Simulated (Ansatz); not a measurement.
`C=[CH][GeH3]` + `C#C[SiH](C)Cl` → `C[SiH](Cl)[GeH3]` + `C#CC=C` at 298.15 K and 1 bar (formal exchange of groups at a Ge–C bond).

Gas-phase electronic energies from Ansatz, PBE0-D4/def2-TZVP geometries. CBS: MP2 limit from def2 TZ/QZ plus the TZ coupled-cluster correction, frozen cores. For Ge outer-core shells are correlated without core-valence functions, which leaves a few kJ/mol of doubt a bond. Scalar relativity is left out up to krypton.

```
           species  CCSD(T)/CBS energy (Eh)  H − E (kJ/mol)  S (J/(mol·K))
    `C=[CH][GeH3]`              -2155.78858           187.0          299.7
   `C#C[SiH](C)Cl`               -866.03655           196.2          348.1
`C[SiH](Cl)[GeH3]`              -2867.29429           208.9          373.6
          `C#CC=C`               -154.52327           175.1          276.9
```

H − E and S are ideal-gas, rigid-rotor, harmonic terms from PBE0-D4/def2-TZVP, for one conformer and one mirror image of each species. 1 Eh = 2625.50 kJ/mol, R = 8.31446 J/(mol·K).

Question: By hand: ΔE, ΔH, ΔS and ΔG.

Answer: ΔE = (-2867.29429) + (-154.52327) − (-2155.78858) − (-866.03655) = 0.00757 Eh = 19.9 kJ/mol. Δ(H − E) = 208.9 + 175.1 − 187.0 − 196.2 = 0.8, so ΔH = 20.7 kJ/mol. ΔS = 373.6 + 276.9 − 299.7 − 348.1 = 2.7 J/(mol·K). ΔG = 20.7 − 298.15 × (2.7)/1000 = 19.9 kJ/mol.

Question: By hand: the equilibrium constant, and the temperature at which ΔG would vanish if ΔH and ΔS stayed fixed.

Answer: log₁₀ K = −ΔG/(RT ln 10) = -3.5. ΔG = 0 at ΔH/ΔS = 7667 K, far beyond where these terms or the molecules hold.

The number of gas molecules stays the same, so ΔS is small and ΔH decides. A doubt of 5 kJ/mol in ΔE shifts log₁₀ K by 0.9 here. Other conformers and mirror images would add mixing entropy, several J/(mol·K) or more a flexible species. These are equilibria of isolated gas molecules and say nothing of rates. Largest T1 diagnostic: 0.012 (customary marks: 0.02 for closed shells, 0.045 for open ones).
